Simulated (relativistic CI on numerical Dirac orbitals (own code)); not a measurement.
**What each ingredient does to the levels of Mo XXVIII**

Base calculation: Dirac-Coulomb-Breit CI, separate exchange-only KLI orbitals for each configuration, model QED, unscaled Slater integrals.

Configuration list (outside the closed core [Ne]): 3s2.3p3, 3s.3p4, 3s2.3p2.3d, 3p5, 3s.3p3.3d, 3p4.3d, 3s.3p2.3d2, 3s2.3p.3d.4p, 3p4.4s, 3s.3p2.3d.4s, 3s2.3p2.4s, 3p4.4p, 3s2.3p2.4p, 3s2.3p2.4d, 3s.3p3.4s, 3p3.3d.4p, 3s2.3p2.4f, 3s.3p3.4p, 3s.3p3.4d, 3s.3p3.4f, 3s2.3p2.5s, 3s2.3p2.5p, 3s2.3p.4s.4p, 3s2.3p2.5d, 3s2.3p2.5f, 3s2.3p2.5g, 3s.3p2.4s2, 3s.3p3.5s, 3s2.3p.3d2, 3s2.3d3, 3s.3p.3d3, 3s2.3d2.4s, 3s2.3d2.4p, 3s2.3d2.4d, 3p3.3d2, 3p2.3d3, 3p2.3d2.4s, 3p2.3d2.4p, 3p2.3d2.4d, 3s2.3p.3d.4s, 3s.3p.3d2.4s, 3s2.3d.4s2, 3s2.3d.4s.4p, 3s2.3d.4s.4d, 3s.3p2.3d.4p, 3s.3p.3d2.4p, 3s.3p.3d.4s.4p, 3s.3p.3d.4p2, 3s.3p.3d.4p.4d, 3p3.3d.4s, 3p2.3d.4s2, 3p2.3d.4s.4p, 3p2.3d.4s.4d, 3s2.3p.4s2, 3s.3p.3d.4s2, 3s2.4s2.4p, 3s2.4s2.4d, 3s2.3p.4p2, 3s2.3d.4p2, 3s2.4s.4p2, 3s2.4p3, 3s2.4p2.4d, 3s.3p2.4s.4p, 3s.3p.4s2.4p, 3s.3p.4s.4p2, 3s.3p.4s.4p.4d. Double excitations out of closed p, d and f shells are left out; levels of such configurations are missing from the list, as are those of other unlisted configurations, and high levels can miss mixing partners. These lack a partner that the ground configuration has and come out too high: 3s2.3p2.4f, 3s.3p3.4d, 3s.3p3.4f, 3s2.3p2.5s, 3s2.3p2.5p.

Variants: (1) P86 correlation estimate; (2) non-relativistic limit; (3) one mean potential for all configurations. Shifts of the energy above 3s2.3p3 4S°_3/2, in cm⁻¹, for the lowest level and the first level of each name with at least 55 % of one term (blank where a level changes its place among those of its configuration and J or its character, or is not in the variant):

```csv
Level,Base,Δ(1),Δ(2),Δ(3)
3s2.3p3 4S°_3/2,0,0,0,0
3s2.3p3 2D°_5/2,201162,+7,-110014,+26
3s2.3p3 2P°_1/2,260085,+19,-113256,+23
3s2.3p3 2P°_3/2,414259,+29,-267431,+49
3s.3p4 4P_5/2,720078,+1760,-164896,+325
3s.3p4 4P_1/2,830165,+1764,-274983,+335
3s2.3p2.3d 2F_5/2,1033009,+1767,-117079,-119
3s2.3p2.3d 4F_7/2,1059876,+1765,-171528,-135
3s2.3p2.3d 4F_9/2,1112464,+1766,-224115,-138
3s2.3p2.3d 2G_7/2,1196114,+1772,,-128
3s2.3p2.3d 2D_3/2,1260682,+1781,,-136
3s2.3p2.3d 2D_5/2,1284391,+1777,-212074,-121
3s2.3p2.3d 2G_9/2,1304581,+1775,-295738,-127
3s.3p3.3d 6D°_1/2,1550868,+3375,-287151,+303
3s.3p3.3d 6D°_3/2,1552703,+3374,-288986,+302
3s.3p3.3d 6D°_5/2,1552794,+3372,-289077,+298
3s.3p3.3d 6D°_7/2,1559689,+3373,-295972,+289
3s.3p3.3d 6D°_9/2,1586450,+3377,-322733,+273
3s.3p3.3d 4D°_3/2,1723530,+3356,,+322
3s.3p3.3d 4D°_1/2,1725825,+3356,-351572,+306
```

At this charge energies of transitions that change n are usually good to better than 1 %, and those within a shell (Δn = 0) to a few per cent.

Ionisation energy from the two ground configurations alone: base 1448.38 eV; P86 correlation estimate 1450.03 eV. The NIST ASD value (semi-empirical) is 1462 eV.

LS names give the leading component of a level, which can be under half, so a name can repeat, a term be missing and a line seem to break the LS rules.
